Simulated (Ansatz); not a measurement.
CH₄ClIOSi, SMILES `CO[SiH](Cl)I`, relaxed with RKS PBE0-D4/def2-TZVP in Ansatz 0.2.0 from a PBE-D4/def2-SVP geometry. The force threshold is 0.005 eV/Å; the program also tests the step.

Charge 0, multiplicity 1. I: def2 effective core potential.

Start:

```xyz
9

C     0.987    0.856   -0.665
O     0.434   -0.438   -0.448
Si   -0.766   -0.781    0.646
Cl   -2.398    0.468    0.322
I    -1.368   -3.118    0.285
H     0.204    1.597   -0.936
H     1.530    1.228    0.233
H     1.709    0.781   -1.503
H    -0.332   -0.592    2.066
```

**Question.** How much energy does the relaxation release, and in how many steps? (Estimate.)

**Answer.** The calculation gave: 0.06 eV, in 11 steps, 1 of them rejected.

**Question.** Which bonds change most? (Best estimate.)

**Answer.** The calculation gave: O2–Si3 from 1.660 to 1.620 Å; Si3–Cl4 from 2.080 to 2.048 Å; Si3–I5 from 2.440 to 2.414 Å; Si3–H9 from 1.497 to 1.477 Å.

**Question.** Give the relaxed structure. (Estimate.)

**Answer.** Computed: 
```xyz
9

C     0.973    0.852   -0.659
O     0.395   -0.427   -0.472
Si   -0.749   -0.772    0.622
Cl   -2.372    0.452    0.366
I    -1.367   -3.082    0.288
H     0.221    1.577   -0.982
H     1.445    1.213    0.261
H     1.735    0.760   -1.433
H    -0.281   -0.572    2.008
```
